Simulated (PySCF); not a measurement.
Compound: C3H7ClOSi.
Atom-mapped SMILES: `[OH:1][SiH2:2][C@@H:3]1[CH2:4][C@H:5]1[Cl:6]`

Cartesian coordinates in Å at the GFN2-xTB level; atoms count from 1:
```xyz
13
C3H7ClOSi angstrom
O      1.8194    0.5247    0.7589
Si     1.4255   -0.5175   -0.4257
C     -0.4458   -0.3641   -0.5296
C     -1.1368    0.9473   -0.2594
C     -1.2495   -0.1704    0.7168
Cl    -2.7898   -1.0036    0.8773
H      2.7216    0.6580    1.0349
H      2.0391   -0.1138   -1.6919
H      1.8211   -1.8783   -0.0616
H     -0.9171   -0.9790   -1.2857
H     -2.0050    1.1985   -0.8500
H     -0.5358    1.7971    0.0263
H     -0.7511   -0.0985    1.6721
```

NICS = −σ at a ghost point: NICS(0) at the centroid of the ring atoms, NICS(1) 1 Å to either side along the normal of their mean plane, zz for the tensor component along that normal. Level: GIAO PBE0/pcSseg-1 (PySCF, non-relativistic, gas phase) on the GFN2-xTB geometry, one conformer.

Ring bond lengths (Å), with Mayer bond orders in brackets: C3–C4 1.507 (0.95), C4–C5 1.488 (0.93), C5–C3 1.496 (0.91).

Problem. What do the NICS probes read (ppm)?

Solution. 
| ring | type | NICS(0) | NICS(1), two faces | NICS(1)zz, two faces | rms pucker (Å) | centre to ring atoms, mean (Å) |
| --- | --- | --- | --- | --- | --- | --- |
| C3–C4–C5 | 3-membered carbocycle; formal bonds all single | -43.7 | -9.9 / -7.2 | -27.1 / -18.5 | 0.00 | 0.86 |

Problem. What can be read from them?

Solution. 
- C3–C4–C5: mean NICS(1)zz -22.8 ppm, shielded. C3, C4, C5 have four or more neighbours; no verdict on aromaticity is drawn. The two faces differ by 8.6 ppm, so no symmetry operation interchanges them. NICS(0) lies 35 ppm below the mean NICS(1).

Problem. At the first NICS(1) probe listed for ring C3–C4–C5, 1 Å off the ring, how large is the induced field along the normal in 14.1 T applied along it?

Solution. NICSzz × B0 = -27.1 ppm × 14.1 T = -382 μT, against the applied field.

Problem. What are the shieldings of the ring atoms and their hydrogens in the same run (means over atoms taken as equivalent)?

Solution. 
```json
{"atoms": "C3", "environment": "sp3 carbon bound to silicon", "σ isotropic (ppm)": "176.7"}
{"atoms": "C4", "environment": "three-membered-ring carbon", "σ isotropic (ppm)": "173.0"}
{"atoms": "C5", "environment": "sp3 C–Cl carbon", "σ isotropic (ppm)": "150.7"}
{"atoms": "H10", "environment": "methine hydrogen", "σ isotropic (ppm)": "31.76"}
{"atoms": "H11", "environment": "methylene hydrogen", "σ isotropic (ppm)": "30.75"}
{"atoms": "H12", "environment": "methylene hydrogen", "σ isotropic (ppm)": "30.57"}
{"atoms": "H13", "environment": "methine hydrogen", "σ isotropic (ppm)": "28.63"}
```
